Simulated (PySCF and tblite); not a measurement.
2 regioisomers of C₇H₇FS:

```json
{"isomer": "A", "SMILES": "[F:1][CH2:2][C:3]1=[CH:4][CH:5]=[CH:6]/[C:7]1=[CH:8]\\[SH:9]"}
{"isomer": "B", "SMILES": "[F:1][CH2:2][C:3]1=[CH:4]/[C:5](=[CH:6]\\[SH:7])[CH:8]=[CH:9]1"}
```

Computed spectrum of one of them (conformer average at 298.15 K; GFN1-xTB geometries, energies HF/pcSseg-1 (IEF-PCM, chloroform) (D3(BJ) added where defined), GIAO shieldings HF/pcSseg-1 (IEF-PCM, chloroform); references on GFN2-xTB geometries), in ppm: ¹H (against TMS): 7.94 (1H), 7.15 (1H), 6.91 (1H), 6.73 (1H), 5.70 (2H). ¹³C (against TMS): 154.3 (1C), 141.1 (1C), 140.3 (1C), 138.5 (1C), 134.7 (1C), 127.8 (1C), 77.2 (1C). Of the H, only those on carbon are given.

Question: Which isomer is it?

Answer: A. Signals are matched in order of shift, without assignment. After a straight-line scaling (slope 0.85 to 1.15) of computed carbon shifts, the largest errors are A 3.7 ppm (at 127.8), B 11.6 ppm (at 141.1). Assigned: ¹H (against TMS): 7.94 (H8, 1H), 7.15 (H6, 1H), 6.91 (H5, 1H), 6.73 (H4, 1H), 5.70 (H2, 2H). ¹³C (against TMS): 154.3 (C8), 141.1 (C3), 140.3 (C7), 138.5 (C5), 134.7 (C4), 127.8 (C6), 77.2 (C2). For comparison, at another level (GFN2-xTB geometries, energies PBE0/def2-SVP (IEF-PCM, acetone) (D3(BJ) added where defined), GIAO shieldings wB97X-D/pcSseg-1 (IEF-PCM, acetone)) the isomers give: A: ¹H (against TMS): 7.91 (H8, 1H), 6.96 (H6, 1H), 6.77 (H5, 1H), 6.62 (H4, 1H), 5.80 (H2, 2H). ¹³C (against TMS): 155.2 (C8), 145.1 (C7), 139.6 (C3), 138.3 (C5), 136.5 (C4), 126.3 (C6), 84.6 (C2). B: ¹H (against TMS): 7.53 (H6, 1H), 6.81 (H4, 1H), 6.68 (H9, 1H), 6.55 (H8, 1H), 5.80 (H2, 2H). ¹³C (against TMS): 154.5 (C6), 152.9 (C3), 146.4 (C5), 134.6 (C9), 133.4 (C8), 119.5 (C4), 86.0 (C2). H not on carbon is left out.

H on N, O and S are left out: they exchange, and hydrogen bonds move them by several ppm. Shifts are unscaled: against experiment ¹³C can be off by 15 ppm or more and ¹H by 0.8 ppm. The minima are those of GFN2-xTB; planar forms about aryl–S or allylic bonds may be saddles in DFT.
